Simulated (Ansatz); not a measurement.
Two spin states of TeCl, each at its own minimum; 2S+1 = 2, 4 were tried, and our sources give no spin for the ground state. No spin–orbit coupling.

Each state is the lowest solution found for its spin in def2 and cc sets.

Correlated levels freeze the inner cores; with def2 sets outer-core shells near the valence are correlated too.

Programs: Ansatz (a first-principles code) with Gaussian orbitals. Values without a source in brackets are computed. In def2 rows elements past Kr take small-core potentials, without spin–orbit coupling.

Question: What is the computed energy of the multiplicity-4 state above the multiplicity-2 state (CCSD/def2-TZVPP)?

Answer: 29.0 kcal/mol

Question: Estimate the energy of the multiplicity-4 state above the multiplicity-2 state that PBE0/def2-TZVPP returns for this input.

Answer: 28.5 kcal/mol

Question: Give the energy of the multiplicity-4 state above the multiplicity-2 state at the level CCSD(T)/def2-TZVPP.

Answer: 29.4 kcal/mol
